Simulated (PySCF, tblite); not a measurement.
Species: C8H10P2.
SMILES with atom numbers: `[PH2:1][P:2]1[CH2:3][c:4]2[cH:5][cH:6][cH:7][cH:8][c:9]2[CH2:10]1` (hydrogens: H11, H12 on P1; H13, H14 on C3; H15 on C5; H16 on C6; H17 on C7; H18 on C8; H19, H20 on C10)

Cartesian coordinates in Å at the PBE0-D3(BJ)/def2-SVP level; atoms count from 1:
```xyz
20
C8H10P2 angstrom
P      3.280   -0.003    1.230
P      3.020   -0.048   -0.998
C      1.853    1.420   -1.088
C      0.512    0.949   -0.591
C     -0.539    1.779   -0.200
C     -1.740    1.219    0.237
C     -1.894   -0.167    0.279
C     -0.848   -1.000   -0.115
C      0.356   -0.444   -0.548
C      1.559   -1.227   -1.003
H      4.347    0.949    1.169
H      4.194   -1.105    1.232
H      1.794    1.735   -2.146
H      2.245    2.283   -0.527
H     -0.417    2.865   -0.228
H     -2.559    1.869    0.554
H     -2.834   -0.601    0.629
H     -0.966   -2.086   -0.076
H      1.427   -1.594   -2.037
H      1.757   -2.115   -0.381
```

Jobs on this species (20 atoms, 88 electrons) with PySCF (density fitting) and tblite. Hardware of each: one thread of an AMD EPYC 9R45, no GPU (shared host). Times come from a shared host and carry two figures at best.

Question: Rank these jobs by wall time, shortest first.
A. PBE0/pcSseg-1; shieldings, ring-centre shieldings, charges and field gradients, density and orbital grids written; 234 basis functions
B. PBE0-D3(BJ)/def2-SVP, grid level 1; geometry optimisation from a GFN2-xTB start shaken at random; 198 basis functions
C. GFN2-xTB; L-BFGS relaxation
D. GFN2-xTB; Hessian by finite differences
E. CAM-B3LYP/def2-SVPD; 10 singlets by full TDDFT, 4 Tamm–Dancoff triplets, polarisability, ΔSCF ions, density and orbital grids written; 288 basis functions

Answer: D (0.79 s), C (1.4 s), A (40 s), B (82 s), E (4.6 min).

All jobs:

```csv
level and settings,work,basis functions,SCF cycles,wall time
GFN2-xTB,Hessian by finite differences,–,–,0.79 s
GFN2-xTB,L-BFGS relaxation,–,–,1.4 s
"PBE0/pcSseg-1, IEF-PCM cyclohexane","shieldings, ring-centre shieldings",234,14,30 s
"PBE0/pcSseg-1, IEF-PCM chloroform","shieldings, ring-centre shieldings, charges and field gradients",234,14,32 s
PBE0/pcSseg-1,"shieldings, ring-centre shieldings, charges and field gradients, density and orbital grids written",234,14,40 s
KT2/pcSseg-1,"shieldings, ring-centre shieldings",234,16,48 s
"PBE0-D3(BJ)/def2-SVP, grid level 1",geometry optimisation from a GFN2-xTB start shaken at random,198,41,82 s
CAM-B3LYP/def2-SVPD,"10 singlets by full TDDFT, 4 Tamm–Dancoff triplets, polarisability, ΔSCF ions, density and orbital grids written",288,12,4.6 min
```

Question: What do all jobs in the table cost together?

Answer: About 8.5 min; the longest takes about 54 % of that, and about 350 times as long as the shortest.
